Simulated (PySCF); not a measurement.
## RbSi: from constants to spectrum

UHF-CCSD(T) constants of RbSi, ⁴Σ⁻ (quartet), unpaired electrons σ ↑, π ↑↑ (Rb def2-SVPD with ECP28, Si def2-SVPD; scalar-relativistic core potentials (PySCF 2.14); masses 84.9118 and 27.9769 u):

```
ωe              : 174.7 cm⁻¹
ωexe            : 0.578 cm⁻¹
Be              : 0.075685 cm⁻¹
αe              : 0.000379 cm⁻¹
D (centrifugal) : 5.68e-08 cm⁻¹
De to Rb + Si   : 1.37 eV
```

(1) Give the vibrational terms G(v) and spacings up to v = 6.

(2) How well does the Morse estimate ωe²/(4ωexe) reproduce De, and what is D0?

Correlated steps freeze 5 core orbitals. Correlated levels converge slowly with the basis: in double zeta they bind strong bonds too weakly, by up to about 1 eV, and carry superposition errors of some tenths. Spin–orbit coupling is left out. The state was picked by a PBE0 search and need not be the measured ground state.

## Answers

(1) G(v) = ωe(v+½) − ωexe(v+½)².

```tsv
v	G(v) (cm⁻¹)	G(v) − G(v−1)	Bv (cm⁻¹)
0	87.2		0.07550
1	260.7	173.5	0.07512
2	433.1	172.4	0.07474
3	604.4	171.2	0.07436
4	774.4	170.1	0.07398
5	943.4	168.9	0.07360
6	1111.1	167.8	0.07322
```

(2) It gives 1.64 eV, 119 % of the computed De. D0 = De − G(0) = 1.37 − 0.01 = 1.36 eV.
